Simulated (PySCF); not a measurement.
Run record: C29H16O

The script drives PySCF SCF with an in-house response code with single-precision fitted integrals, so total energies wander by about 1e-6 Eh between cycles (the fitting error itself is about 1e-3 Eh and cancels in differences); atoms count from 0. Pop asks for populations, which are stored and not printed.

Job and coordinates (Å):

```
{"job": {"kind": "nmr", "basis": "pcSseg-1", "pop": false, "xc": "mPW1PW91"}, "charge": 0, "multiplicity": 1}
O      2.423232     1.244494     1.934771
C      3.141279     0.713177     1.116214
C      4.633186     0.700942     1.105573
C      5.529847     1.266455     1.984531
C      6.891020     1.100684     1.734758
C      7.325729     0.386304     0.633371
C      6.420973    -0.187746    -0.257518
C      5.074539    -0.024935    -0.014257
C      3.896605    -0.493308    -0.744226
C      3.825804    -1.251925    -1.917832
C      2.593254    -1.570782    -2.417868
C      1.402483    -1.153672    -1.779042
C      0.148166    -1.480084    -2.290213
C     -1.021517    -1.073648    -1.666510
C     -2.286062    -1.422897    -2.212857
C     -3.437342    -1.036209    -1.620501
C     -3.443426    -0.262184    -0.423594
C     -4.679254     0.137706     0.189874
C     -5.944594    -0.195845    -0.331724
C     -7.100582     0.205679     0.284450
C     -7.056533     0.964553     1.458165
C     -5.845298     1.307919     1.993702
C     -4.643754     0.907404     1.379467
C     -3.389818     1.260880     1.931890
C     -2.226606     0.877081     1.343935
C     -2.215263     0.107178     0.153743
C     -0.971289    -0.297195    -0.465760
C      0.278509     0.029470     0.045837
C      1.462262    -0.376798    -0.576856
C      2.750892    -0.063917    -0.085842
H      5.181946     1.822816     2.841633
H      7.614049     1.534546     2.409180
H      8.385189     0.269095     0.458837
H      6.774109    -0.743038    -1.113907
H      4.728516    -1.575319    -2.413027
H      2.506424    -2.155427    -3.322599
H      0.086351    -2.066234    -3.196949
H     -2.301886    -2.009756    -3.120346
H     -4.372632    -1.325053    -2.071272
H     -6.024778    -0.779838    -1.234792
H     -8.056426    -0.066057    -0.139376
H     -7.976959     1.273375     1.931682
H     -5.792586     1.894085     2.900388
H     -3.375542     1.847783     2.839578
H     -1.293979     1.168214     1.798788
H      0.379500     0.611625     0.946660
```

Command:

```bash
OMP_NUM_THREADS=2 python large_run.py task.json out
```

Question: What does the program print?

Answer: 
```
start: PBE on a coarse grid of 39926 points
cycle   1  E = -1187.8360781222  dE =  5.442e+00  |g| = 1.120e+00  |ddm| = 9.029e+00
cycle   2  E = -1185.5263678812  dE =  2.310e+00  |g| = 2.807e+00  |ddm| = 5.568e+00
cycle   3  E = -1187.3265903340  dE = -1.800e+00  |g| = 1.579e+00  |ddm| = 4.899e+00
cycle   4  E = -1188.0832633851  dE = -7.567e-01  |g| = 4.813e-01  |ddm| = 2.009e+00
cycle   5  E = -1188.0488991407  dE =  3.436e-02  |g| = 5.153e-01  |ddm| = 1.207e+00
cycle   6  E = -1188.1259967743  dE = -7.710e-02  |g| = 2.238e-01  |ddm| = 8.888e-01
cycle   7  E = -1188.1391998633  dE = -1.320e-02  |g| = 7.135e-02  |ddm| = 3.537e-01
cycle   8  E = -1188.1399004187  dE = -7.006e-04  |g| = 5.272e-02  |ddm| = 1.497e-01
cycle   9  E = -1188.1406695971  dE = -7.692e-04  |g| = 1.443e-02  |ddm| = 8.129e-02
cycle  10  E = -1188.1407232978  dE = -5.370e-05  |g| = 5.167e-03  |ddm| = 2.303e-02
final grid: 374863 points
cycle  11  E = -1189.5813882712  dE = -1.498e-02  |g| = 7.769e-02  |ddm| = 1.046e+00
cycle  12  E = -1189.5778447901  dE =  3.543e-03  |g| = 1.553e-01  |ddm| = 2.743e-01
cycle  13  E = -1189.5826810809  dE = -4.836e-03  |g| = 1.937e-02  |ddm| = 2.099e-01
cycle  14  E = -1189.5827588240  dE = -7.774e-05  |g| = 5.507e-03  |ddm| = 3.227e-02
cycle  15  E = -1189.5827673177  dE = -8.494e-06  |g| = 3.084e-03  |ddm| = 1.099e-02
cycle  16  E = -1189.5827678181  dE = -5.004e-07  |g| = 5.103e-04  |ddm| = 4.574e-03
cycle  17  E = -1189.5827705609  dE = -2.743e-06  |g| = 2.764e-04  |ddm| = 1.097e-03
cycle  18  E = -1189.5827713416  dE = -7.806e-07  |g| = 7.143e-05  |ddm| = 4.932e-04
converged SCF energy = -1189.5827713416

GIAO shielding tensors (ppm)
atom      isotropic    diamagn.    paramagn.     s11        s22        s33       span
  0 O     -301.854     408.785    -710.639   -940.271   -350.077    384.786   1325.057
  1 C      -15.802     241.536    -257.338    -91.058    -21.462     65.114    156.172
  2 C       44.878     267.523    -222.644    -47.918     37.922    144.630    192.547
  3 C       54.894     232.041    -177.147    -42.649     25.991    181.341    223.990
  4 C       51.067     253.918    -202.850    -55.545     35.937    172.810    228.355
  5 C       46.693     252.909    -206.216    -62.594     30.252    172.422    235.016
  6 C       61.859     237.779    -175.920    -32.913     41.685    176.807    209.720
  7 C       35.202     252.615    -217.413    -54.050      8.345    151.310    205.360
  8 C       33.171     258.913    -225.743    -61.056      9.980    150.588    211.644
  9 C       64.028     253.829    -189.800    -35.126     48.449    178.762    213.888
 10 C       43.788     248.525    -204.737    -57.393     31.836    156.920    214.313
 11 C       49.951     259.848    -209.896    -28.983    -10.596    189.432    218.415
 12 C       52.096     252.032    -199.936    -34.243     44.975    145.555    179.799
 13 C       51.299     259.078    -207.778    -31.488     -4.562    189.948    221.435
 14 C       51.983     250.868    -198.885    -49.061     51.904    153.107    202.168
 15 C       58.351     256.755    -198.405    -48.196     50.233    173.015    221.212
 16 C       53.395     254.310    -200.914    -24.409      2.232    182.362    206.771
 17 C       52.229     242.267    -190.038    -26.008     -3.579    186.275    212.283
 18 C       57.711     241.069    -183.358    -47.966     43.540    177.559    225.525
 19 C       53.877     249.491    -195.614    -55.783     42.072    175.343    231.126
 20 C       53.764     255.661    -201.897    -55.830     40.461    176.660    232.490
 21 C       51.413     236.576    -185.162    -49.970     43.445    160.765    210.735
 22 C       49.042     258.756    -209.714    -27.115    -18.222    192.463    219.579
 23 C       51.763     254.239    -202.476    -49.127     47.102    157.316    206.443
 24 C       57.766     255.710    -197.944    -47.591     45.276    175.615    223.206
 25 C       53.232     251.127    -197.895    -26.841      5.490    181.047    207.888
 26 C       49.768     252.632    -202.864    -36.763      4.573    181.495    218.257
 27 C       60.755     263.100    -202.345    -29.426     30.035    181.656    211.082
 28 C       53.643     251.622    -197.979    -30.266      6.270    184.926    215.192
 29 C       54.688     257.873    -203.186    -30.445     44.719    149.789    180.234
 30 H       23.734      31.205      -7.471     19.916     24.053     27.234      7.318
 31 H       24.284      23.639       0.645     21.180     24.866     26.806      5.625
 32 H       24.139      22.623       1.516     21.019     24.448     26.952      5.932
 33 H       24.001      32.578      -8.578     19.491     24.223     28.288      8.798
 34 H       23.647      34.528     -10.881     18.139     24.716     28.085      9.946
 35 H       23.212      33.069      -9.857     17.729     23.614     28.294     10.565
 36 H       23.091      37.767     -14.676     16.144     23.788     29.340     13.196
 37 H       23.390      33.407     -10.017     17.093     24.403     28.674     11.581
 38 H       22.646      35.883     -13.237     14.578     23.711     29.649     15.071
 39 H       22.575      34.240     -11.666     14.895     23.250     29.579     14.684
 40 H       23.644      24.842      -1.199     18.704     24.846     27.382      8.678
 41 H       23.710      23.887      -0.177     19.177     25.036     26.916      7.738
 42 H       23.386      29.195      -5.809     17.871     24.039     28.248     10.377
 43 H       23.202      36.325     -13.123     16.911     24.273     28.422     11.511
 44 H       22.100      38.456     -16.356     13.196     23.595     29.509     16.314
 45 H       20.396      39.556     -19.160      8.234     22.839     30.116     21.882
```

Question: Roughly how long does this take on 2 threads of AMD EPYC (shared host), and how large is the basis?

Answer: About 4.8 min of wall time, peak memory 2.1 GiB; 590 basis functions and 1646 fitting functions.
